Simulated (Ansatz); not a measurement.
Two isomers of CH7NSn: A = `C[NH][SnH3]`, B = `N[CH2][SnH3]`.

Program: Ansatz. Geometries: PBE0-D4/def2-TZVP. ΔE: electronic, gas phase. CCSD(T)/CBS adds triple-zeta CCSD(T) − MP2 to the extrapolated MP2 energy (def2 sets, frozen cores). Functionals use def2-TZVPP. B3LYP here is the variant with VWN-RPA as its local correlation; programs differ in this. Elements past krypton have def2 core potentials. For Sn outer-core shells are correlated without core-valence functions, which leaves a few kJ/mol of doubt a bond. One conformer a species, not always the lowest.

A:

Z-matrix (Å, degrees):
```
C
N 1 1.451
H 1 1.094 2 109.7
H 1 1.095 2 110.3 3 -117.1
H 1 1.101 2 115.2 3 121.0
Sn 2 2.028 1 118.3 3 -54.0
H 2 1.011 1 111.0 3 174.0
H 6 1.718 2 112.2 1 -55.0
H 6 1.705 2 106.4 1 -176.1
H 6 1.706 2 105.8 1 64.1
```

B:

Z-matrix (Å, degrees):
```
C
Sn 1 2.157
N 1 1.455 2 109.3
H 1 1.099 2 109.2 3 127.2
H 1 1.093 2 106.3 3 -117.6
H 2 1.706 1 110.5 3 70.9
H 2 1.712 1 108.1 3 -48.5
H 2 1.712 1 110.9 3 -167.7
H 3 1.013 1 111.2 2 -175.6
H 3 1.012 1 111.2 2 65.2
```

Q: Which is lower in electronic energy at CCSD(T)/CBS, and by how much? (An estimate is asked.)

A: The calculation gave: A, by 17.3 kJ/mol.

Q: Give E(B) − E(A) in kJ/mol with B2PLYP, LDA (SPW92), B3LYP, r2SCAN-D4, B3LYP-D4, PBE0-D4, PBE-D4. (Estimate.)

A: Ansatz gave: B2PLYP 18.5, LDA (SPW92) 10.1, B3LYP 17.4, r2SCAN-D4 17.1, B3LYP-D4 17.8, PBE0-D4 13.4, PBE-D4 13.4. None reverses the order clearly.

Q: Does the order hold for the free energy at 298.15 K (harmonic terms from PBE0-D4)? (Estimate.)

A: Ansatz gave: Yes: G(B) − G(A) = +19.0 kJ/mol, for one conformer each.

Largest T1 diagnostic: 0.012.

In def2-TZVPP, CCSD(T) changes the Hartree–Fock value by −7.0 kJ/mol (the triples alone add −0.1 kJ/mol) and MP2 by −6.4 kJ/mol. Leaving LDA and LC-ωPBE aside and taking each functional with its dispersion term where it has one, the values, not all of them listed here, spread over 7.7 kJ/mol, from HSE06-D4 to B97M-V. LDA lies −3.0 kJ/mol from PBE without D4.
